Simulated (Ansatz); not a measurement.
(F)2Al-O-SiH3 (AlSiOF2H3). The state is a singlet with charge 0. Geometry PBE0-D4/def2-SVP, basis def2-TZVP, Ansatz.

```tsv
run	HOMO (eV)	LUMO (eV)
A	-8.14	-2.08
B	-8.06	-1.70
C	-11.62	0.69
D	-9.16	-1.30
E	-7.70	-2.19
F	-11.96	0.92
```

LC-ωPBE has ω = 0.4 bohr⁻¹.

The runs used B97M-V, LC-ωPBE, PBE, PBE0, r2SCAN, ωB97X-V. Estimate which is which.

A B97M-V (0 % exact exchange); B r2SCAN (0 % exact exchange); C ωB97X-V (range-separated); D PBE0 (25 % exact exchange); E PBE (0 % exact exchange); F LC-ωPBE (range-separated). Exact exchange lowers occupied and raises empty levels; among semilocal functionals meta-GGAs tend to open the gap a little, and such runs are hard to tell apart. The gap grows from 5.51 eV (PBE) to 12.89 eV (LC-ωPBE).
